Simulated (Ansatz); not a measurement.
The cluster B₈N⁺, relaxed as a singlet with RKS PBE0-D4/def2-SVP in Ansatz, starting from the GFN1-xTB geometry. Force threshold 0.02 eV/Å.

The structure comes from a short search, and lower isomers may exist.

Start:

Cartesian coordinates in Å:
```
N -1.501 -0.637 1.603
B -1.881 -0.174 0.411
B -0.222 -0.370 1.879
B -0.085 -0.028 -2.003
B 1.987 -0.262 -0.168
B 1.031 0.153 1.037
B 1.399 0.036 -1.569
B -1.116 0.403 -0.868
B 0.389 0.879 -0.321
```

(1) Estimate the energy that the relaxation releases and the steps that it takes.

(2) Does the start keep its bonding and symmetry?

(3) Predict the relaxed structure.

Answers

(1) 97.4 kJ/mol, in 10 steps; 16 s on 4 threads of Arm Neoverse V2 on a shared host. No frequencies were taken in this run, so the end may be a saddle point.

(2) Bonds formed: B2–B3 (atoms count from 1). Point group Cs at the start, Cs at the end, both within 0.05 Å.

(3) 
Cartesian coordinates in Å:
```
N -1.6736 -0.4499 1.8241
B -1.7985 -0.1442 0.5315
B -0.3466 -0.3125 1.8221
B -0.0210 0.2012 -2.0323
B 2.0314 -0.0367 -0.2079
B 1.0893 -0.1002 1.0763
B 1.5147 0.1845 -1.6800
B -1.1924 0.1644 -0.9520
B 0.3966 0.4934 -0.3819
```
Bond lengths: 12 × B–B 1.58 to 1.95 Å; 2 × B–N 1.33 Å.
